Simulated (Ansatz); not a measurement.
Zn2Te, relaxed as a singlet with RKS PBE-D4/def2-TZVP in Ansatz, starting from the GFN1-xTB geometry. Force threshold 0.02 eV/Å.

In the def2 sets Te takes a core potential; there is no spin–orbit coupling. The restricted singlet is unstable towards broken spin symmetry in Hartree–Fock (as tested in another run); at PBE-D4/def2-TZVP this wasn't settled. Another isomer (triplet) lies 0.23 eV lower at PBE0-D4/def2-TZVP; other spin states weren't run for this one.

Start:

| atom | x (Å) | y (Å) | z (Å) |
| --- | --- | --- | --- |
| Zn1 | -0.8441 | 1.1936 | 0.7202 |
| Zn2 | 1.1633 | -0.9165 | 0.6789 |
| Te3 | -0.3192 | -0.2771 | -1.3990 |

(1) Estimate the energy that the relaxation releases and the steps that it takes.

(2) Does the start keep its bonding and symmetry?

(3) Predict the relaxed structure.

Results:

(1) 19.5 kJ/mol, in 5 steps; 6.5 s on 4 threads of Arm Neoverse V1 on a shared host. No frequencies were taken in this run, so the end may be a saddle point.

(2) By distances, no bond broke or formed. The bond that changes most is Zn1–Te3, from 2.63 to 2.62 Å (atoms count from 1). Point group C2v at the start, C2v at the end, both within 0.05 Å.

(3) 
```xyz
3

Zn   -0.673    1.030    0.756
Zn    1.010   -0.738    0.721
Te   -0.337   -0.292   -1.477
```
Bond lengths (bridged metal pairs left out): 2 × Te–Zn 2.62 Å.
